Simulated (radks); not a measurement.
Problem. Au XXVI, 54 electrons, occupied as [Kr] 4d10 4f8 (the NIST ground configuration). All-electron calculation, scalar-relativistic Kohn-Sham, BLYP, spin-polarised, spherical densities, finite nucleus; open shells are filled with parallel spins first (spin-orbit coupling, left out, can overturn this in heavy ions); Fermi nuclear charge, rms radius 5.4371 fm. Program: a radial shooting solver on a logarithmic mesh with Libxc functionals. Some entries of the table are withheld. Estimate them.

| orbital | occ. | eigenvalue (hartree) | <1/r> (bohr^-1) |
|---|---|---|---|
| 1s down | 1 | -2995.622 | 95.71 |
| 1s up | 1 | -2995.622 | 95.71 |
| 2s up | 1 | -551.6732 | 22.45 |
| 2s down | 1 | -551.6655 | 22.45 |
| 2p up | 3 | -480.9002 | 19.97 |
| 2p down | 3 | -480.8943 | 19.97 |
| 3s up | 1 | -151.5661 | 8.330 |
| 3s down | 1 | -151.3404 | 8.340 |
| 3p up | 3 | -131.0155 | 7.603 |
| 3p down | 3 | -130.7865 | 7.613 |
| 3d up | 5 | -109.0468 | 7.154 |
| 3d down | 5 | -108.8717 | 7.163 |
| 4s up | 1 | -53.33493 | 3.679 |
| 4s down | 1 | -52.97646 | 3.671 |
| 4p up | 3 | -46.35203 | 3.357 |
| 4p down | 3 | -46.01008 | 3.349 |
| 4d up | 5 | -38.04939 | (1) |
| 4d down | 5 | -37.71288 | (2) |
| 4f up | 7 | -28.97931 | 2.778 |
| 4f down | 1 | -28.61278 | 2.769 |

Solution. 
(1) 4d up <1/r> (bohr^-1): 3.071
(2) 4d down <1/r> (bohr^-1): 3.061
